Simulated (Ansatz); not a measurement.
Energy difference R1 → 2 P1, each structure at its B3LYP-D3(BJ)/def2-TZVP stationary point, reached from a drawn start (curvature not checked).
R1: H2 (SMILES [H][H]), charge 0, multiplicity 1.
P1: H atom, charge 0, multiplicity 2.

P less R. No zero-point or thermal terms.

CBS: X⁻³ extrapolation of the correlation energy, Hartree–Fock from the larger set.

Run with Ansatz (a quantum-chemistry and plane-wave program). No computed number here is a measurement.

The comparison value is 4.751 eV (CCSD(T)/CBS(cc-pVTZ, cc-pVQZ)). It is a level with limits of its own, not the exact answer.

### Question
Order these levels by how close they come to the comparison value for the reaction energy, closest first: MP2/cc-pVDZ, HF/cc-pVTZ, CAM-B3LYP/def2-TZVPP, B97M-V/def2-TZVPP, r2SCAN/def2-TZVPP. Give each level's value less the comparison value.

### Answer
CAM-B3LYP/def2-TZVPP (-0.018 eV), B97M-V/def2-TZVPP (-0.073 eV), r2SCAN/def2-TZVPP (-0.086 eV), MP2/cc-pVDZ (-0.490 eV), HF/cc-pVTZ (-1.124 eV)
